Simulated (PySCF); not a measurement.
Gas-phase reaction: ZnF2 + 2 O + 2 OH → Zn(OH)2 + 2 FO

Method: PySCF energies plus ideal-gas RRHO corrections (1 bar). † marks an energy on the PBE0/def2-TZVP geometry and frequencies; other levels use their own. CCSD(T) freezes the core. 6-31G* has spherical d functions here. Open shells (unrestricted): O (multiplicity 3, electronic degeneracy 9), OH (multiplicity 2, electronic degeneracy 4), FO (multiplicity 2, electronic degeneracy 4); the rest are closed-shell singlets. Spin-orbit splitting is ignored; it lowers the true energy and changes the entropy of O, OH, FO. B3LYP is the form with VWN-RPA correlation. Zn: all electrons, no relativistic terms. No R ln 2 is added for the mirror-image form of Zn(OH)2. Zn(OH)2: computed as isolated molecules; such fragments, hydroxides, amides, oligomers or adducts are transient or little studied in the gas. CCSD(T) isn't extrapolated to the basis-set limit; its ΔH°(298 K) is -139.7 kJ in def2-SVP and -200.8 kJ in def2-TZVPP. The harmonic model lacks anharmonicity and excited electronic states, which grow with temperature; levels with a mode under 35 cm⁻¹ are left out.

```json
[
 {"level": "B3LYP/6-31G*", "ΔE electronic, kJ": "-290", "ΔH°(298 K), kJ": "-273", "ΔS°(298 K), J/K": "-226", "ΔG°(1400 K), kJ": "55"},
 {"level": "B3LYP/def2-TZVP†", "ΔE electronic, kJ": "-265", "ΔH°(298 K), kJ": "-248", "ΔS°(298 K), J/K": "-225", "ΔG°(1400 K), kJ": "79"},
 {"level": "BLYP/def2-TZVP†", "ΔE electronic, kJ": "-347", "ΔH°(298 K), kJ": "-330", "ΔS°(298 K), J/K": "-225", "ΔG°(1400 K), kJ": "-3"},
 {"level": "CCSD(T)/def2-SVP†", "ΔE electronic, kJ": "-157", "ΔH°(298 K), kJ": "-140", "ΔS°(298 K), J/K": "-225", "ΔG°(1400 K), kJ": "187"},
 {"level": "HF/def2-TZVP†", "ΔE electronic, kJ": "289", "ΔH°(298 K), kJ": "307", "ΔS°(298 K), J/K": "-225", "ΔG°(1400 K), kJ": "633"},
 {"level": "PBE/def2-SVP", "ΔE electronic, kJ": "-434", "ΔH°(298 K), kJ": "-418", "ΔS°(298 K), J/K": "-224", "ΔG°(1400 K), kJ": "-93"},
 {"level": "PBE/def2-TZVP†", "ΔE electronic, kJ": "-402", "ΔH°(298 K), kJ": "-385", "ΔS°(298 K), J/K": "-225", "ΔG°(1400 K), kJ": "-58"},
 {"level": "PBE0/def2-SVP†", "ΔE electronic, kJ": "-282", "ΔH°(298 K), kJ": "-265", "ΔS°(298 K), J/K": "-225", "ΔG°(1400 K), kJ": "62"},
 {"level": "ωB97M-V/def2-TZVP†", "ΔE electronic, kJ": "-274", "ΔH°(298 K), kJ": "-257", "ΔS°(298 K), J/K": "-225", "ΔG°(1400 K), kJ": "70"}
]
```
ΔH° is lowest at PBE/def2-SVP and highest at HF/def2-TZVP†. No reference value is set beside these.
